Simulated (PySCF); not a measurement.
NMR parameters of [TcS4]-

[TcS4]-, [S4Tc]-, point group Td.

Bonds: Tc1-S2 2.123 Å, Tc1-S3 2.120 Å, Tc1-S4 2.123 Å, Tc1-S5 2.122 Å.

Total charge -1.

GIAO calculations in PySCF 2.14 on the PBE0-D3(BJ)/def2-SVP structure: isolated species, scalar relativity only through the core potential, equivalent atoms averaged; basis pcSseg-1 (def2-TZVP on Tc).

(1) Give the isotropic shieldings (ppm) with PBE0, wB97X-D.

(2) And the chemical shifts, against references computed in the same way?

(3) Which part of the shielding of S2/S3/S4/S5 depends on the functional?

## Answers

(1) 
```csv
atoms,environment,PBE0,wB97X-D
S2/S3/S4/S5,sulfur bonded to Tc,-676,-785
HOMO–LUMO gap (eV),–,3.21,6.34
```

(2) 
```
      atoms  nucleus, reference  PBE0  wB97X-D
S2/S3/S4/S5            33S, CS2  1172     1278
```

(3) Diamagnetic: PBE0 1058, wB97X-D 1059 ppm; paramagnetic: PBE0 -1734, wB97X-D -1843 ppm. The diamagnetic part, set mainly by inner electrons, hardly moves; the paramagnetic part goes with low-lying magnetically allowed excitations and carries the spread.

Tc is described by an effective core potential, so it has no shielding of its own here; spin–orbit effects on the atoms bonded to it, which can be large, are absent, and the values of these neighbours are rough.
